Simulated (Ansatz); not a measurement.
`[F][Zn][O][SiH3]` + silanol → `[SiH3][O][Zn][O][SiH3]` + H–F  (ligand exchange at a Zn–F bond)

Calculated with Ansatz (gas phase, PBE0-D4/def2-TZVP geometries, no zero-point term in ΔE). CCSD(T)/CBS is the MP2 limit (def2-TZVPP, def2-QZVPP) plus CCSD(T) − MP2 in def2-TZVPP, frozen cores. This one scheme is used for every species. Functionals use def2-TZVPP. HSE06 is defined as in plane-wave codes. For Zn outer-core shells are correlated without core-valence functions, which leaves a few kJ/mol of doubt a bond. Scalar relativity is left out up to krypton. One conformer a species, not always the lowest.

(1) Is it downhill or uphill in electronic energy at CCSD(T)/CBS, and by how much? (Estimate.)

(2) What do these levels give: PBE-D4, HSE06-D4, ωB97M-V, HSE06, RPA@PBE/def2-TZVPP, CCSD/CBS(def2)? (Estimate.)

Largest T1 diagnostic among the species: 0.017.

## Answers

(1) The calculation gave: Uphill: ΔE = +4.5 kJ/mol.

(2) Computed: PBE-D4 12.4, HSE06-D4 7.8, ωB97M-V 10.7, HSE06 11.2, RPA@PBE/def2-TZVPP 2.6, CCSD/CBS(def2) 6.1 kJ/mol.

From PBE to PBE0 (25 % exact exchange), in def2-TZVPP and without D4, ΔE moves by −4.9 kJ/mol. At CCSD(T), def2-SVP lies −4.9 kJ/mol from the extrapolated value and def2-TZVPP −2.8 kJ/mol.
